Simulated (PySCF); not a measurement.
All values below come from B3LYP-D3(BJ)/def2-TZVP (PySCF). Isolated molecules, 0 K electronic values unless said otherwise. B3LYP has the VWN-RPA correlation part, as in Gaussian. 

Reference species (SMILES): `[BH]N` (neutral, multiplicity 2).

```
Property        Value
-------------  ------
dipole moment  2.29 D
```

Changed species: `N[B]N` (radical fragment; the reference has radical fragment).

Predict the effect on the dipole moment.

the dipole moment drops by 0.65 D, to 1.64 D.
